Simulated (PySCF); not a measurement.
Cl₃H₃Mo, multiplicity 1. Atoms are numbered in the order given.

```xyz
7

Mo     0.0000     0.0000    -0.1809
Cl     1.9369     1.1183     0.2402
Cl     0.0000    -2.2365     0.2402
Cl    -1.9369     1.1183     0.2402
H     -0.7974    -0.4604    -1.5509
H      0.7974    -0.4604    -1.5509
H      0.0000     0.9207    -1.5509
```
Charge 0, spin multiplicity 1.

Coordinates come from a PBE-D3(BJ)/def2-SVP optimisation. The multiplicity is an assumed one; no other spin state was optimised. The structure was generated by enumeration; whether it is a known compound was not checked. The def2 effective core potentials stand for the cores of Mo; spin–orbit coupling is left out.

All values below come from TDA-LC-ωPBE/def2-SVPD in PySCF.

Vertical excitations; the highest root listed may be one member of a degenerate set. The molecule is in vacuum. State labels are in the subgroup Cs.

```json
[
 {"state": "S1", "symmetry": "A\"", "energy (eV)": "2.77", "λ (nm)": "448", "f": "0.000", "main pairs": "HOMO→LUMO 47 %, HOMO−1→LUMO+1 47 %"},
 {"state": "S2", "symmetry": "A'", "energy (eV)": "2.98", "λ (nm)": "416", "f": "0.001", "main pairs": "HOMO−1→LUMO 45 %, HOMO→LUMO+1 45 %"},
 {"state": "S3", "symmetry": "A\"", "energy (eV)": "3.17", "λ (nm)": "391", "f": "0.011", "main pairs": "HOMO−1→LUMO+1, HOMO→LUMO (degenerate set)"},
 {"state": "S4", "symmetry": "A'", "energy (eV)": "3.17", "λ (nm)": "391", "f": "0.011", "main pairs": "HOMO→LUMO+1, HOMO−1→LUMO (degenerate set)"},
 {"state": "S5", "symmetry": "A'", "energy (eV)": "4.07", "λ (nm)": "305", "f": "0.017", "main pairs": "HOMO→LUMO+2 (degenerate set)"},
 {"state": "S6", "symmetry": "A\"", "energy (eV)": "4.07", "λ (nm)": "305", "f": "0.017", "main pairs": "HOMO−1→LUMO+2 (degenerate set)"},
 {"state": "S7", "symmetry": "A\"", "energy (eV)": "5.17", "λ (nm)": "240", "f": "0.044", "main pairs": "HOMO−2→LUMO+1 (degenerate set)"},
 {"state": "S8", "symmetry": "A'", "energy (eV)": "5.17", "λ (nm)": "240", "f": "0.044", "main pairs": "HOMO−2→LUMO (degenerate set)"},
 {"state": "S9", "symmetry": "A\"", "energy (eV)": "5.38", "λ (nm)": "230", "f": "0.002", "main pairs": "HOMO−3→LUMO (degenerate set)"},
 {"state": "S10", "symmetry": "A'", "energy (eV)": "5.38", "λ (nm)": "230", "f": "0.002", "main pairs": "HOMO−3→LUMO+1 (degenerate set)"},
 {"state": "T1", "symmetry": "A'", "energy (eV)": "2.41", "λ (nm)": "515", "f": "0", "main pairs": "HOMO→LUMO+1 44 %, HOMO−1→LUMO 44 %"},
 {"state": "T2", "symmetry": "A\"", "energy (eV)": "2.44", "λ (nm)": "508", "f": "0", "main pairs": "HOMO→LUMO, HOMO−1→LUMO+1 (degenerate set)"},
 {"state": "T3", "symmetry": "A'", "energy (eV)": "2.44", "λ (nm)": "508", "f": "0", "main pairs": "HOMO−1→LUMO, HOMO→LUMO+1 (degenerate set)"},
 {"state": "T4", "symmetry": "A\"", "energy (eV)": "2.46", "λ (nm)": "505", "f": "0", "main pairs": "HOMO−1→LUMO+1 46 %, HOMO→LUMO 46 %"}
]
```
Triplets are in the Tamm–Dancoff approximation.
